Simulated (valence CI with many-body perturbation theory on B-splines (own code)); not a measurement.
# E1 transitions of Ba49+

Calculated by valence CI with perturbative core correlation (CI+MBPT): five valence electrons over a frozen Dirac-Fock core [He], a basis of 9 s, 9 p, 8 d, 6 f, 3 g, 1 h functions for each j, with the one-electron correlation potential Σ1, the two-electron term Σ2, the three-electron term Σ3, Breit, model QED; selected CI, second order for the rest (own B-spline code, finite nucleus).

No measured spectrum was set against this ion. As an estimate, large intervals hold to a few tenths of a per cent, small ones and those within an open d or f shell to about a per cent. Among the levels kept, up to 1200 cm⁻¹ of a level comes from second order outside the variational space, and about a tenth of that is noise between levels of different J, which matters for small intervals.

Lines 101 to 150 of 266 in falling wavelength, among levels below 5847.6 eV, chosen from the strongest by gf and those to the six lowest levels. Wavelengths and rates use the calculated energies. Electric multipoles are in the length gauge, E1 and E2 with the static RPA response of the core. Weak lines are less certain than strong ones. Lines between different terms over intervals too small for the method are left out, as are lines whose strength nearly cancels. The highest levels of a list are the least certain.

Levels are named by their leading jj configuration (3d3/2^4 stands for four electrons in 3d with j = 3/2), which in mixed levels can hold well under half, so a name can repeat and another be missing. Letters in brackets count levels of one name in rising energy.

| λ vac (Å) | Upper | Lower | A (s⁻¹) | S (a.u.) with core polarisation | S without |
| --- | --- | --- | --- | --- | --- |
| 19.05 | (2s 2p1/2 2p3/2^3) J=1/2 | (2s^2 2p1/2 2p3/2^2) J=1/2 | 6.32e+11 | 4.31e-03 | 4.32e-03 |
| 18.88 | (2p1/2 2p3/2^4) J=1/2 | (2s 2p1/2 2p3/2^3) J=3/2 [b] | 2.44e+12 | 1.62e-02 | 1.62e-02 |
| 18.84 | (2s 2p1/2^2 2p3/2 3p1/2) J=1/2 | (2s^2 2p1/2^2 3p1/2) J=1/2 | 1.04e+12 | 6.85e-03 | 6.86e-03 |
| 18.82 | (2s 2p1/2^2 2p3/2 3p1/2) J=3/2 [b] | (2s^2 2p1/2^2 3p1/2) J=1/2 | 1.06e+12 | 1.40e-02 | 1.40e-02 |
| 18.75 | (2s 2p1/2^2 2p3/2 3s) J=1/2 | (2s^2 2p1/2^2 3s) J=1/2 | 1.01e+12 | 6.58e-03 | 6.59e-03 |
| 18.74 | (2s 2p1/2^2 2p3/2 3p3/2) J=3/2 [b] | (2s^2 2p1/2^2 3p3/2) J=3/2 | 1.08e+12 | 1.41e-02 | 1.41e-02 |
| 18.74 | (2s 2p1/2 2p3/2^3) J=3/2 [b] | (2s^2 2p1/2 2p3/2^2) J=1/2 | 5.10e+11 | 6.62e-03 | 6.63e-03 |
| 18.69 | (2s 2p1/2^2 2p3/2 3s) J=3/2 [b] | (2s^2 2p1/2^2 3s) J=1/2 | 1.04e+12 | 1.34e-02 | 1.34e-02 |
| 18.64 | (2s 2p1/2 2p3/2^3) J=5/2 | (2s^2 2p1/2 2p3/2^2) J=3/2 | 4.63e+10 | 8.87e-04 | 8.89e-04 |
| 18.63 | (2p1/2^2 2p3/2^3) J=3/2 | (2s 2p1/2^2 2p3/2^2) J=3/2 | 1.67e+12 | 2.13e-02 | 2.13e-02 |
| 18.62 | (2s 2p1/2^2 2p3/2 3p3/2) J=1/2 [b] | (2s^2 2p1/2^2 3p3/2) J=3/2 | 9.95e+11 | 6.34e-03 | 6.35e-03 |
| 18.60 | (2s 2p3/2^4) J=1/2 | (2s^2 2p3/2^3) J=3/2 | 2.07e+12 | 1.31e-02 | 1.32e-02 |
| 18.58 | (2p1/2^2 2p3/2^3) J=3/2 | (2s 2p1/2^2 2p3/2^2) J=1/2 | 3.58e+11 | 4.54e-03 | 4.55e-03 |
| 18.57 | (2p1/2 2p3/2^4) J=1/2 | (2s 2p1/2 2p3/2^3) J=1/2 | 1.04e+12 | 6.60e-03 | 6.61e-03 |
| 18.15 | (2s 2p1/2^2 2p3/2^2) J=1/2 | (2s^2 2p1/2^2 2p3/2) J=3/2 | 1.05e+12 | 6.20e-03 | 6.21e-03 |
| 18.11 | (2s 2p1/2^2 2p3/2^2) J=3/2 | (2s^2 2p1/2^2 2p3/2) J=3/2 | 1.82e+12 | 2.14e-02 | 2.14e-02 |
| 17.84 | (2s 2p1/2 2p3/2^3) J=3/2 [b] | (2s^2 2p1/2 2p3/2^2) J=5/2 | 1.84e+12 | 2.06e-02 | 2.06e-02 |
| 17.60 | (2s 2p1/2 2p3/2^3) J=1/2 | (2s^2 2p1/2 2p3/2^2) J=3/2 | 1.73e+12 | 9.34e-03 | 9.36e-03 |
| 17.33 | (2s 2p1/2 2p3/2^3) J=3/2 [b] | (2s^2 2p1/2 2p3/2^2) J=3/2 | 4.96e+10 | 5.10e-04 | 5.11e-04 |
| 16.77 | (2p1/2^2 2p3/2^3) J=3/2 | (2s 2p1/2^2 2p3/2^2) J=5/2 | 5.22e+11 | 4.86e-03 | 4.87e-03 |
| 12.24 | (2s 2p1/2 2p3/2^3) J=3/2 [a] | (2s^2 2p1/2^2 2p3/2) J=3/2 | 1.28e+10 | 4.64e-05 | 4.64e-05 |
| 11.58 | (2p1/2 2p3/2^4) J=1/2 | (2s 2p1/2^2 2p3/2^2) J=1/2 | 1.67e+09 | 2.56e-06 | 2.56e-06 |
| 11.42 | (2s 2p1/2 2p3/2^3) J=1/2 | (2s^2 2p1/2^2 2p3/2) J=3/2 | 3.58e+10 | 5.26e-05 | 5.27e-05 |
| 11.30 | (2s 2p1/2 2p3/2^3) J=3/2 [b] | (2s^2 2p1/2^2 2p3/2) J=3/2 | 2.46e+10 | 7.02e-05 | 7.03e-05 |
| 11.24 | (2s 2p3/2^4) J=1/2 | (2s^2 2p1/2 2p3/2^2) J=3/2 | 5.26e+10 | 7.37e-05 | 7.38e-05 |
| 2.865 | (2s^2 2p1/2^2 3p1/2) J=1/2 | (2s 2p1/2^2 2p3/2^2) J=1/2 | 1.02e+11 | 2.36e-06 | 2.36e-06 |
| 2.784 | (2s^2 2p1/2^2 3p3/2) J=3/2 | (2s 2p1/2^2 2p3/2^2) J=1/2 | 2.78e+10 | 1.18e-06 | 1.18e-06 |
| 2.751 | (2s^2 2p1/2^2 3s) J=1/2 | (2s^2 2p1/2 2p3/2^2) J=1/2 | 3.67e+10 | 7.54e-07 | 7.54e-07 |
| 2.739 | (2s^2 2p1/2^2 3p3/2) J=3/2 | (2s 2p1/2^2 2p3/2^2) J=5/2 | 1.24e+11 | 5.01e-06 | 5.01e-06 |
| 2.605 | (2s^2 2p1/2 2p3/2 3p1/2) J=3/2 [b] | (2s 2p1/2^2 2p3/2^2) J=1/2 | 2.82e+11 | 9.85e-06 | 9.84e-06 |
| 2.600 | (2s^2 2p1/2^2 3d3/2) J=3/2 | (2s^2 2p1/2 2p3/2^2) J=1/2 | 8.26e+10 | 2.87e-06 | 2.87e-06 |
| 2.580 | (2s^2 2p1/2 2p3/2 3p1/2) J=5/2 | (2s 2p1/2^2 2p3/2^2) J=5/2 | 8.64e+10 | 4.39e-06 | 4.38e-06 |
| 2.571 | (2s^2 2p1/2^2 3d3/2) J=3/2 | (2s^2 2p1/2 2p3/2^2) J=3/2 | 2.15e+11 | 7.22e-06 | 7.23e-06 |
| 2.566 | (2s^2 2p1/2 2p3/2 3p1/2) J=3/2 [b] | (2s 2p1/2^2 2p3/2^2) J=5/2 | 3.51e+11 | 1.17e-05 | 1.17e-05 |
| 2.563 | (2s^2 2p1/2 2p3/2 3p3/2) J=1/2 [a] | (2s 2p1/2^2 2p3/2^2) J=1/2 | 1.46e+11 | 2.42e-06 | 2.41e-06 |
| 2.556 | (2s^2 2p1/2 2p3/2 3p3/2) J=3/2 [b] | (2s 2p1/2^2 2p3/2^2) J=1/2 | 7.30e+12 | 2.41e-04 | 2.40e-04 |
| 2.549 | (2s^2 2p1/2^2 3d5/2) J=5/2 | (2s^2 2p1/2 2p3/2^2) J=3/2 | 3.00e+10 | 1.47e-06 | 1.47e-06 |
| 2.543 | (2s 2p1/2^2 2p3/2 3s) J=3/2 [a] | (2s 2p1/2^2 2p3/2^2) J=1/2 | 1.18e+13 | 3.84e-04 | 3.83e-04 |
| 2.540 | (2s^2 2p1/2 2p3/2 3p3/2) J=1/2 [b] | (2s 2p1/2^2 2p3/2^2) J=1/2 | 3.94e+12 | 6.37e-05 | 6.36e-05 |
| 2.533 | (2s^2 2p1/2 2p3/2 3s) J=3/2 [a] | (2s^2 2p1/2 2p3/2^2) J=1/2 | 2.45e+11 | 7.85e-06 | 7.83e-06 |
| 2.531 | (2s^2 2p1/2 2p3/2 3p3/2) J=5/2 [a] | (2s 2p1/2^2 2p3/2^2) J=5/2 | 8.08e+12 | 3.88e-04 | 3.87e-04 |
| 2.529 | (2s^2 2p1/2 2p3/2 3s) J=1/2 | (2s^2 2p1/2 2p3/2^2) J=1/2 | 2.12e+13 | 3.38e-04 | 3.38e-04 |
| 2.522 | (2s^2 2p1/2 2p3/2 3p3/2) J=3/2 [a] | (2s 2p1/2^2 2p3/2^2) J=5/2 | 3.31e+10 | 1.05e-06 | 1.05e-06 |
| 2.521 | (2s^2 2p1/2 2p3/2 3s) J=3/2 [b] | (2s^2 2p1/2 2p3/2^2) J=1/2 | 2.11e+13 | 6.69e-04 | 6.68e-04 |
| 2.521 | (2s 2p1/2^2 2p3/2 3s) J=1/2 | (2s 2p1/2^2 2p3/2^2) J=3/2 | 4.20e+13 | 6.64e-04 | 6.62e-04 |
| 2.520 | (2s 2p1/2^2 2p3/2 3s) J=1/2 | (2s 2p1/2^2 2p3/2^2) J=1/2 | 2.03e+13 | 3.20e-04 | 3.19e-04 |
| 2.520 | (2s 2p1/2^2 2p3/2 3s) J=3/2 [b] | (2s 2p1/2^2 2p3/2^2) J=3/2 | 2.46e+13 | 7.76e-04 | 7.75e-04 |
| 2.519 | (2s 2p1/2^2 2p3/2 3s) J=3/2 [b] | (2s 2p1/2^2 2p3/2^2) J=1/2 | 2.37e+11 | 7.48e-06 | 7.47e-06 |
| 2.518 | (2s^2 2p1/2 2p3/2 3p3/2) J=3/2 [b] | (2s 2p1/2^2 2p3/2^2) J=5/2 | 2.18e+13 | 6.87e-04 | 6.85e-04 |
| 2.517 | (2s 2p1/2^2 2p3/2 3s) J=5/2 | (2s 2p1/2^2 2p3/2^2) J=5/2 | 1.75e+13 | 8.25e-04 | 8.23e-04 |
